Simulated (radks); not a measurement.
Fractional charge and spin in the 3p shell of nickel: the spin-up occupation runs from 2 to 3 and the spin-down occupation from 2 to 3; the fullest corner is Ni2+, [Ne] 3s2 3d(up 4, down 4) 3p(up 3, down 3). All-electron calculation, scalar-relativistic Kohn-Sham, r2SCAN, spin-polarised, spherical densities, finite nucleus; meta-GGA in the generalised Kohn-Sham scheme; Fermi nuclear charge, rms radius of each element as measured or else 0.836 A^(1/3) + 0.57 fm. Program: a radial shooting solver on a logarithmic mesh with Libxc functionals. Energy (eV) minus the two flat planes that join the four corners (they meet along the diagonal where the two added fractions sum to one electron); zero is where a piecewise linear energy would lie.

down \ up       2     2.5       3
2           0.000  -2.734   0.000
2.5        -2.734   0.527  -2.459
3           0.000  -2.459   0.000

Corners above the fullest one (they belong to Ni3+ and the next ion): (up 3, down 2) 102.89 eV, (up 2, down 3) 102.89 eV, (up 2, down 2) 228.70 eV. With half an added electron in each spin the energy lies 0.527 eV from the planes, and with half an added electron in spin up alone -2.734 eV. The planes are only a guide here: the flat-plane condition holds for ground states with one frontier orbital, while this shell lies below other occupied shells, so the corners above the fullest one are inner-hole states and not the ground states of those ions.
